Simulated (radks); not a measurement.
The numbers below are computed, except where a source is named.
Radial electron density D(r) = 4 pi r^2 rho(r) of an atom or ion with 4 electrons. Code: a radial shooting solver on a logarithmic mesh with Libxc functionals. Model: Dirac Kohn-Sham, PBEsol, spin-unpolarised, spherical densities, finite nucleus; Fermi nuclear charge, rms radius of each element as measured or else 0.836 A^(1/3) + 0.57 fm.

r (bohr),D(r) (e/bohr)
0.009287,0.1264
0.01022,0.1514
0.01134,0.1839
0.01249,0.2198
0.01385,0.2661
0.01525,0.3170
0.01692,0.3825
0.01863,0.4540
0.02067,0.5453
0.02293,0.6533
0.02525,0.7698
0.02801,0.9167
0.03083,1.074
0.03421,1.269
0.03766,1.475
0.04179,1.729
0.046,1.991
0.05104,2.308
0.05664,2.658
0.06234,3.008
0.06917,3.414
0.07614,3.807
0.08449,4.245
0.093,4.649
0.1032,5.074
0.1136,5.437
0.126,5.780
0.1399,6.050
0.154,6.213
0.1708,6.279
0.188,6.224
0.2086,6.028
0.2297,5.722
0.2548,5.265
0.2805,4.746
0.3113,4.109
0.3454,3.439
0.3802,2.832
0.4218,2.234
0.4643,1.772
0.5152,1.399
0.5672,1.185
0.6293,1.091
0.6927,1.115
0.7686,1.224
0.8529,1.375
0.9388,1.507
1.042,1.604
1.147,1.621
1.272,1.550
1.401,1.405
1.554,1.183
1.711,0.9455
1.898,0.6885
2.106,0.4617
2.318,0.2954
2.572,0.1665
2.832,0.08961
3.142,0.04111
3.459,0.01793
3.838,0.006397
4.224,0.002162
4.687,0.0005700

What is the nuclear charge?

Answer. Z = 6. The innermost maximum, from 1s, lies near gamma/Z bohr with gamma = sqrt(1 - (Z/c)^2) = 0.999, here 0.167 bohr (found: 0.171), and its height grows with Z. The density is that of the carbon ion C2+ in [He] 2s2; the configuration itself is not fixed sharply by these data. D(r) has 2 maxima, at r = 0.171, 1.12 bohr, and minima at 0.645 bohr, inside which lie 2.06 electrons.
